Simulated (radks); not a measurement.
Task: The mean radii <r> (bohr) of the occupied orbitals of an atom or ion are listed with their occupations. Calculated with a radial shooting solver on a logarithmic mesh with Libxc functionals: scalar-relativistic Kohn-Sham, LDA (Slater exchange, Perdew-Wang correlation), spin-polarised, spherical densities, point nucleus.

| orbital | occ. | <r> |
|---|---|---|
| 1s down | 1 | 0.03114 |
| 1s up | 1 | 0.03114 |
| 2s down | 1 | 0.1351 |
| 2s up | 1 | 0.1351 |
| 2p down | 3 | 0.1177 |
| 2p up | 3 | 0.1177 |
| 3s down | 1 | 0.3692 |
| 3s up | 1 | 0.3692 |
| 3p down | 3 | 0.3681 |
| 3p up | 3 | 0.3681 |
| 3d down | 5 | 0.3461 |
| 3d up | 5 | 0.3461 |
| 4s down | 1 | 0.9117 |
| 4s up | 1 | 0.9117 |
| 4p down | 3 | 1.001 |
| 4p up | 3 | 1.001 |
| 4d up | 5 | 1.389 |
| 4d down | 5 | 1.389 |
| 7f up | 1 | 61.95 |

Name the element and its charge. Open shells, if any, are filled with parallel spins first.

Result: Z = 47, silver, charge 0: Ag in [Kr] 4d10 7f1. The 1s radius gives Z: for a bare nucleus <r> = (2 gamma + 1)/(2Z) with gamma = sqrt(1 - (Z/c)^2), 0.03062 bohr for Z = 47, and screening makes it slightly larger (0.03114 here). The occupations add up to 47, and the charge is Z minus that.
